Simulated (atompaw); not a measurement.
# Which change was made? (Si, PAW (atompaw))

* Element: silicon (Si)
* Generator: atompaw 4.2.0.5
* Type: PAW
* Functional: PBE
* Relativity: scalar-relativistic
* Frozen core: [Ne]
* Valence charge: 4
* Reference configuration: 3s1.75 3p2.25
* Partial waves: 3s (bound); 3s channel at 2.45 Ry; 3p (bound); 3p channel at 4.25 Ry
* Local potential: troulliermartins scheme with l = 2 at -0.5 Ry, radius 1.65 bohr
* Core correction: smooth core density matched at 1.95 bohr
* Augmentation charge: sinc compensation charge, radius 1.70 bohr; PAW radius 2.00 bohr; waves and projectors: bloechl

Cutoffs, loose and tight: the cutoffs (Ry, on a coarse ladder) from which the occupation-weighted sum of valence levels, in a spherical-Bessel basis at the reference potential, stays within 10 and 1 mRy of its value at 400 Ry. They see the waves, projectors and local potential, not the compensation charge or the core.

The base gives: outcome: generated, no UPF (negative core plus compensation charge); cutoff, loose: 21 Ry; cutoff, tight: 45 Ry; bound ghosts: none.

Question: After one change the result is: outcome: generated; cutoff, loose: 18 Ry; cutoff, tight: 80 Ry; bound ghosts: s, p. Which change was it?
A. all radii scaled by about 0.74 (s 0.52, p 1.48 bohr); local potential troulliermartins scheme with l = 2 at -0.5 Ry, radius 1.22 bohr; augmentation sinc compensation charge, radius 1.26 bohr; PAW radius 1.48 bohr; waves and projectors: bloechl; core correction smooth core density matched at 1.46 bohr
B. local potential troulliermartins scheme with l = 2 at -0.5 Ry, radius 1.96 bohr
C. waves 3s (bound): rc 0.70 bohr; 3s channel at 2.45 Ry: rc 2.00 bohr; 3p (bound): rc 2.00 bohr; 3p channel at 4.25 Ry: rc 2.00 bohr; augmentation sinc compensation charge, radius 1.70 bohr; PAW radius 2.00 bohr; waves and projectors: custom polynom vanderbiltortho
D. reference 3s2 3p1.75
E. local potential vpsmatchnc scheme with l = 2 at -0.5 Ry, radius 1.65 bohr

Answer: A. The others give: waves 3s (bound): rc 0.70 bohr; 3s channel at 2.45 Ry: rc 2.00 bohr; 3p (bound): rc 2.00 bohr; 3p channel at 4.25 Ry: rc 2.00 bohr; augmentation sinc compensation charge, radius 1.70 bohr; PAW radius 2.00 bohr; waves and projectors: custom polynom vanderbiltortho → outcome: failed: atompaw: The overlap operator has at least one negative eigenvalue! | local potential vpsmatchnc scheme with l = 2 at -0.5 Ry, radius 1.65 bohr → outcome: generated; cutoff, loose: 40 Ry; cutoff, tight: 60 Ry; bound ghosts: none | reference 3s2 3p1.75 → outcome: generated; cutoff, loose: 21 Ry; cutoff, tight: 45 Ry; bound ghosts: none | local potential troulliermartins scheme with l = 2 at -0.5 Ry, radius 1.96 bohr → outcome: generated, no UPF (negative core plus compensation charge); cutoff, loose: 10 Ry; cutoff, tight: 35 Ry; bound ghosts: none.
